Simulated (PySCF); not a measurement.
**A survey of ¹⁷O NMR shifts**

[PySCF: PBE0/pcSseg-1 with gauge-including orbitals; structure optimised with GFN2-xTB; one conformer; one averaged value for each set of equivalent atoms; relativity neglected; gas phase]

Shieldings were converted by a linear fit to measured shifts: ¹⁷O: δ = 266.70 − 0.911σ (rms 10.7 ppm, 155 shifts, 12.2 ppm with the 3 outliers that the fit left out vs liquid water, solution or neat liquid). Occasional misses reach two or three times the rms, and more in compound classes unlike the fitted ones.

Problem. Give the ¹⁷O shifts of `COCC1c2ccccc21`, `OC[C@@]12[C@H]3C=C[C@@H]1[C@@H]2C=C3`.

Solution. 
```json
{"compound": "COCC1c2ccccc21", "environment": "ether oxygen", "δ (ppm)": "-9.6"}
{"compound": "OC[C@@]12[C@H]3C=C[C@@H]1[C@@H]2C=C3", "environment": "alcohol oxygen", "δ (ppm)": "-3.6"}
```

Problem. Order these by ¹⁷O shift, lowest first.
A. CCc1ccccc1C=O
B. CCCCN[Si@@](C)(N)O
C. O=[P@H]1C[C@@H](c2ccccc2)C1
D. OCCC/P=P/C(F)(F)F

Solution. B (-4.6 ppm, oxygen bonded to Si, H), D (32.7 ppm, alcohol oxygen), C (85.8 ppm, P=O oxygen), A (576.2 ppm, aldehyde oxygen).
